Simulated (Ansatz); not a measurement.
C$_{2}$H$_{6}$N$_{2}$Si, SMILES `N[SiH]1C=CN1`. The species carries charge 0 and has multiplicity 1. The structure was optimised at the PBE0-D4/def2-TZVP level. It is one conformer, not always the lowest.

```xyz
11

N     1.673    0.408    1.107
Si    0.484   -0.380    0.190
C    -1.307   -0.249    0.552
C    -1.444    0.139   -0.736
N    -0.175    0.379   -1.292
H     2.631    0.104    1.124
H     1.554    1.339    1.469
H     1.040   -1.725   -0.106
H    -2.082   -0.424    1.279
H    -2.347    0.282   -1.328
H    -0.028    0.128   -2.259
```

(1) What is the dipole moment at PBE/def2-TZVPP? (An estimate is asked.)

(2) And with r2SCAN, B3LYP, ωB97M-V? (An estimate is asked.)

(3) Give the Mulliken charges with PBE, B3LYP, ωB97M-V in def2-TZVPP. (Estimate.)

Answers

(1) Ansatz gave: 1.14 D, with components (0.97, 0.30, -0.52) D in this frame, pointing from negative to positive charge.

(2) Computed: r2SCAN 1.13 D, B3LYP 1.06 D, ωB97M-V 1.02 D.

(3) The calculation gave: 
```csv
atom,PBE,B3LYP,ωB97M-V
N1,-0.40,-0.42,-0.38
Si2,0.45,0.58,0.54
C3,-0.37,-0.42,-0.44
C4,0.08,0.10,0.11
N5,-0.29,-0.35,-0.34
H6,0.15,0.14,0.12
H7,0.16,0.15,0.12
H8,-0.09,-0.10,-0.06
H9,0.09,0.10,0.10
H10,0.09,0.11,0.11
H11,0.13,0.12,0.09
```

B3LYP here is the variant with VWN-RPA as its local correlation; programs differ in this.
